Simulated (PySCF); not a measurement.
Te(NH2)2 (H4N2Te), SMILES N[Te]N. Geometry: PBE-D3(BJ)/def2-SVP. The def2 effective core potentials stand for the cores of Te; spin–orbit coupling is left out. The values are those of a single conformer.

Computed with PBE-D3(BJ)/def2-SVP (PySCF).

Harmonic wavenumbers (cm⁻¹): 180, 364, 399, 447, 493, 659, 688, 865, 884, 1479, 1489, 3412, 3412, 3523, 3526. Rotational constants (GHz): 11.23, 5.288, 3.746; symmetry number 2.

Work out the zero-point energy and the ideal-gas rigid-rotor harmonic-oscillator thermochemistry at 298.15 K and 1 atm.

ZPE = ½ Σ hcν = ½ × 21819 cm⁻¹ = 130.51 kJ/mol. H − E(el) = 146.00 kJ/mol. Entropy in J/(mol K): translation 172.01, rotation 97.93, vibration 28.85, total 298.79. G − E(el) = 56.91 kJ/mol. Cp = 77.24 J/(mol K).
